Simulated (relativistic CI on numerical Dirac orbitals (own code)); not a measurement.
Electric-dipole lines of In⁸⁺

Method of calculation: Dirac-Coulomb-Breit CI, separate exchange-only KLI orbitals for each configuration, a model potential for QED, unscaled Slater integrals (own radial code, finite nucleus).

Configuration list (outside the closed core [Ar] 3d10): 4s2.4p6.4d5, 4s2.4p5.4d6, 4s2.4p6.4d4.4f, 4s2.4p6.4d4.5s, 4s2.4p6.4d4.5p, 4s2.4p4.4d7, 4s2.4p6.4d3.5s2, 4s.4p6.4d6, 4s2.4p6.4d3.5s.5p, 4s2.4p6.4d4.5d, 4s2.4p6.4d3.4f.5s, 4s2.4p6.4d3.5p2, 4s2.4p6.4d4.6s, 4p6.4d7, 4s2.4p6.4d4.6d, 4s.4p6.4d4.5s2. Levels of other configurations are missing.

```tsv
λ vac (Å)	Lower	Upper	A (s⁻¹)	log gf	S velocity/length
196.95	4s2.4p6.4d5 6S_5/2 [1]	4s2.4p5.4d6 6P°_7/2 [120]	9.47e+09	-0.36	0.55
197.72	4s2.4p6.4d5 6S_5/2 [1]	4s2.4p5.4d6 6P°_5/2 [116]	9.11e+09	-0.49	0.60
200.85	4s2.4p6.4d5 6S_5/2 [1]	4s2.4p6.4d4.5p 6P°_3/2 [107]	1.88e+10	-0.34	0.94
201.79	4s2.4p6.4d5 6S_5/2 [1]	4s2.4p6.4d4.5p 6P°_7/2 [106]	2.80e+10	0.14	0.90
202.31	4s2.4p6.4d5 4G_5/2 [4]	4s2.4p6.4d4.5p 4F°_3/2 [171]	1.63e+10	-0.40	0.79
202.64	4s2.4p6.4d5 6S_5/2 [1]	4s2.4p6.4d4.5p 6P°_5/2 [104]	2.24e+10	-0.08	0.90
203.50	4s2.4p6.4d5 4G_11/2 [6]	4s2.4p6.4d4.5p 4F°_9/2 [162]	1.11e+10	-0.16	0.81
203.82	4s2.4p6.4d5 4G_7/2 [5]	4s2.4p6.4d4.5p 4F°_5/2 [157]	2.01e+10	-0.12	0.82
203.84	4s2.4p6.4d5 4G_11/2 [6]	4s2.4p6.4d4.5p 2I°_11/2 [160]	6.46e+09	-0.32	0.89
204.14	4s2.4p6.4d5 4G_9/2 [7]	4s2.4p6.4d4.5p 4G°_9/2 [159]	1.84e+10	0.06	0.90
204.21	4s2.4p6.4d5 4G_9/2 [7]	4s2.4p6.4d4.5p 4F°_7/2 [158]	1.70e+10	-0.07	0.83
204.21	4s2.4p6.4d5 4G_7/2 [5]	4s2.4p6.4d4.5p 4G°_7/2 [156]	8.29e+09	-0.38	0.89
204.65	4s2.4p6.4d5 4G_7/2 [5]	4s2.4p6.4d4.5p 4G°_7/2 [152]	1.50e+10	-0.12	0.87
204.87	4s2.4p6.4d5 4G_11/2 [6]	4s2.4p6.4d4.5p 4I°_11/2 [153]	7.02e+09	-0.28	0.89
204.94	4s2.4p6.4d5 4P_5/2 [2]	4s2.4p6.4d4.5p 2D°_3/2 [145]	1.22e+10	-0.51	0.81
206.54	4s2.4p6.4d5 4G_11/2 [6]	4s2.4p6.4d4.5p 4G°_11/2 [147]	1.44e+10	0.04	0.87
206.71	4s2.4p6.4d5 4G_9/2 [7]	4s2.4p6.4d4.5p 4G°_11/2 [147]	6.44e+09	-0.31	0.89
207.30	4s2.4p6.4d5 4G_11/2 [6]	4s2.4p6.4d4.5p 4G°_9/2 [141]	9.95e+09	-0.19	0.84
209.40	4s2.4p6.4d5 2I_13/2 [17]	4s2.4p6.4d4.5p 2I°_13/2 [198]	1.88e+10	0.24	0.87
210.75	4s2.4p6.4d5 4G_11/2 [6]	4s2.4p6.4d4.5p 6D°_9/2 [128]	7.97e+09	-0.28	0.85
212.64	4s2.4p6.4d5 4G_9/2 [7]	4s2.4p6.4d4.5p 4F°_7/2 [123]	9.11e+09	-0.31	0.84
213.11	4s2.4p6.4d5 4P_5/2 [2]	4s2.4p6.4d4.5p 4F°_3/2 [117]	1.27e+10	-0.46	0.84
213.73	4s2.4p6.4d5 4G_7/2 [5]	4s2.4p6.4d4.5p 4F°_5/2 [121]	1.23e+10	-0.30	0.84
839.45	4s2.4p6.4d4.5s 6D_7/2 [41]	4s2.4p6.4d4.5p 6D°_9/2 [118]	1.88e+09	0.30	0.61
865.58	4s2.4p6.4d4.5s 4H_13/2 [53]	4s2.4p6.4d4.5p 4I°_15/2 [173]	2.68e+09	0.68	0.51
873.18	4s2.4p6.4d4.5s 6D_9/2 [42]	4s2.4p6.4d4.5p 6F°_11/2 [111]	2.42e+09	0.52	0.60
945.94	4s2.4p6.4d4.5s 4H_13/2 [53]	4s2.4p6.4d4.5p 4G°_11/2 [147]	1.30e+09	0.32	0.74
947.66	4s2.4p6.4d4.5s 6D_9/2 [42]	4s2.4p6.4d4.5p 6P°_7/2 [106]	1.98e+09	0.33	0.69
989.92	4s2.4p6.4d4.5s 4H_13/2 [53]	4s2.4p6.4d4.5p 4H°_13/2 [136]	1.21e+09	0.40	0.60
1001.9	4s2.4p6.4d4.5s 4H_11/2 [50]	4s2.4p6.4d4.5p 4H°_11/2 [129]	1.09e+09	0.29	0.59
```

Terms are leading LS components. Brackets give the number of a level in order of energy, since labels repeat. The list gives strong lines, with weight on those to low levels, among the lowest 200 of 2724 levels, so that lines to higher ones, which can be the strongest, are missing. Levels whose partners in the same complex of configurations lie outside the list can be far off, and so can their lines. Rates are taken at the computed energies, electric ones in the length gauge. A velocity-to-length ratio far from 1 marks an uncertain rate.

At this charge configurations can still be misplaced by up to about 7 % of their energy. Terms inside the open d or f shell come out 10 to 20 % too wide with unscaled integrals.

LS names give the leading component of a level, which can be under half, so a name can repeat, a term be missing and a line seem to break the LS rules.
